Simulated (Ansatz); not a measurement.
Consider the formal hydrolysis of a C–Si bond: `[SiH3]C[CH2][GeH3]` + H₂O → `OC[CH2][GeH3]` + SiH₄.

Calculated with Ansatz (gas phase, PBE0-D4/def2-TZVP geometries, no zero-point term in ΔE). CCSD(T)/CBS is the MP2 limit (def2-TZVPP, def2-QZVPP) plus CCSD(T) − MP2 in def2-TZVPP, frozen cores. This one scheme is used for every species. Functionals use def2-TZVPP. B3LYP here is the variant with VWN-RPA as its local correlation; programs differ in this. For Ge outer-core shells are correlated without core-valence functions, which leaves a few kJ/mol of doubt a bond. Scalar relativity is left out up to krypton. Each species was taken in one conformer, which may not be the lowest.

`[SiH3]C[CH2][GeH3]`:

Z-matrix (Å, degrees):
```
Si
C 1 1.879
H 1 1.489 2 109.9
H 1 1.489 2 111.4 3 120.5
H 1 1.489 2 109.9 3 -119.0
C 2 1.529 1 112.6 3 59.4
H 2 1.096 1 108.3 3 -63.4
H 2 1.096 1 108.3 3 -177.8
Ge 6 1.962 2 112.9 1 179.8
H 6 1.094 2 110.8 1 58.7
H 6 1.094 2 110.8 1 -59.1
H 9 1.541 6 109.6 2 59.3
H 9 1.541 6 109.6 2 -59.5
H 9 1.540 6 111.4 2 179.9
```

H₂O:

Cartesian coordinates in Å:
```
O 0.254 -0.291 0.048
H 0.062 0.189 -0.760
H -0.317 0.102 0.712
```

`OC[CH2][GeH3]`:

```xyz
12

O     0.986    1.426   -1.604
C    -0.004    0.668   -0.932
C     0.640   -0.004    0.255
Ge   -0.612   -1.098    1.291
H     0.581    1.856   -2.361
H    -0.434   -0.088   -1.605
H    -0.826    1.317   -0.597
H     1.070    0.751    0.919
H     1.460   -0.644   -0.082
H    -1.209   -2.211    0.410
H     0.116   -1.743    2.481
H    -1.767   -0.230    1.826
```

SiH₄:

Z-matrix (Å, degrees):
```
Si
H 1 1.485
H 1 1.485 2 109.5
H 1 1.485 2 109.5 3 -120.0
H 1 1.485 2 109.5 3 120.0
```

```
             level  ΔE (kcal/mol)  difference from CCSD(T)/CBS
            PBE-D4           17.0                         -1.4
         r2SCAN-D4           16.7                         -1.7
          B3LYP-D4           16.3                         -2.1
           ωB97X-V           15.5                         -2.9
            B2PLYP           15.9                         -2.5
            r2SCAN           16.4                         -2.0
              PBE0           16.4                         -2.0
             B3LYP           14.4                         -4.0
     HF/def2-TZVPP           12.7                         -5.7
SCS-MP2/def2-TZVPP           16.9                         -1.5
   CCSD/def2-TZVPP           16.6                         -1.8
CCSD(T)/def2-TZVPP           17.0                         -1.4
SCS-MP2/def2-QZVPP           17.8                         -0.6
      HF/CBS(def2)           12.8                         -5.6
     MP2/CBS(def2)           20.4                          2.0
    CCSD/CBS(def2)           18.0                         -0.4
       CCSD(T)/CBS           18.4                            0
```

Largest T1 diagnostic among the species: 0.011.

In def2-TZVPP, CCSD(T) changes the Hartree–Fock value by +4.3 kcal/mol (the triples alone add +0.4 kcal/mol) and MP2 by +6.3 kcal/mol. The D4 term adds +1.8 kcal/mol with B3LYP and +1.0 kcal/mol with PBE0; it sums over pairs of atoms, weighted by their polarisabilities, and B3LYP, whose exchange is more repulsive, gets the larger term.
